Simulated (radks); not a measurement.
Spherical quantum dot in the effective-mass picture: electrons in a parabolic well V = omega^2 r^2 / 2 with omega = 1.66, all in effective atomic units (hartree* = m*/eps^2 hartree, bohr* = eps/m* bohr), one dielectric constant everywhere. Method: non-relativistic Kohn-Sham, PBEsol, spin-polarised, spherical densities; computed with a radial shooting solver with Libxc functionals. Levels are named by radial order and angular momentum (1s, 1p, 1d, 2s, ...), and open shells are averaged over m. Results are scaled to m* = 0.035 and eps = 15.5, for which hartree* = 3.964 meV and bohr* = 23.43 nm.

N = 23, configuration 1s2 1p6 1d10 2s2 1f(up 3, down 0). This is the lowest configuration that the search found. Occupied and some empty levels:

level,occupation,eigenvalue (meV),<r> (nm)
1s up,1,62.754,29.48
1s down,1,62.849,29.18
1p up,3,65.983,37.01
1p down,3,66.143,36.78
1d up,5,69.615,42.34
1d down,5,69.818,42.21
2s up,1,70.371,36.96
2s down,1,70.521,37.05
1f up,3,73.602,46.57
1f down,0,73.829,46.52
2p up,0,74.752,41.61
2p down,0,74.900,41.70
1g up,0,77.899,50.17
1g down,0,78.136,50.18
2d up,0,79.331,45.97
2d down,0,79.481,46.04

Energy (meV): total 1045.43, kinetic 148.42, external 399.03, Hartree 552.03, exchange-correlation -54.048.

Electron density:

r (nm),n(r) (e/nm^3)
1.67,0.00006017
7.97,0.00005445
14.3,0.00004615
20.6,0.00004175
26.9,0.00004233
33.2,0.00004275
39.5,0.00003751
45.7,0.00002647
52.0,0.00001435
58.4,5.829e-06
64.6,1.773e-06
70.9,4.030e-07
77.2,6.864e-08
83.5,8.806e-09
